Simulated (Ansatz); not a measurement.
The same path of CH$_{3}$BClO (7 atoms, charge -1, multiplicity 1) was run twice with different band settings.

All numbers below come from RKS PBE-D4/6-31G* (Ansatz 0.2.0).

Relaxed end points:

```xyz
7
Properties=species:S:1:pos:R:3
C -0.569 1.041 -0.066
B 0.107 -0.234 0.011
O 1.465 -0.546 0.322
Cl -0.870 -1.889 -0.351
H -0.043 1.988 0.131
H -1.630 1.154 -0.321
H 1.540 -1.516 0.273
```

```xyz
7
Properties=species:S:1:pos:R:3
C -0.476 0.876 -0.055
B -0.041 -0.510 -0.047
O 1.251 -1.066 0.233
Cl -1.231 -1.937 -0.443
H 0.208 1.713 0.174
H -1.500 1.196 -0.285
H 1.789 -0.272 0.423
```

Common settings: movable images 7; climbing image yes; optimiser quadratic models (default); start path through a guess of the saddle point; force threshold 0.03 eV/Å; iteration limit 60; end points relaxed.

| run | spring |
| --- | --- |
| 1 | 5.0 eV/Å² |
| 2 | 0.1 eV/Å² |

**Question.** What does each run give, and how far can it be trusted?

**Answer.** Run 1: converged after 21 iterations, highest image 0.159 eV above the first end. A vibrational analysis at the climbing image gives one clearly imaginary mode, 345i cm⁻¹: a first-order saddle point.
Run 2: converged after 23 iterations, highest image 0.159 eV above the first end. Another band between the same ends (7 images) ends at a top of the same energy, where a vibrational analysis finds 1 clearly imaginary mode.
Limits of this set-up: an anion without diffuse functions, the dipole of an ion depends on the origin.
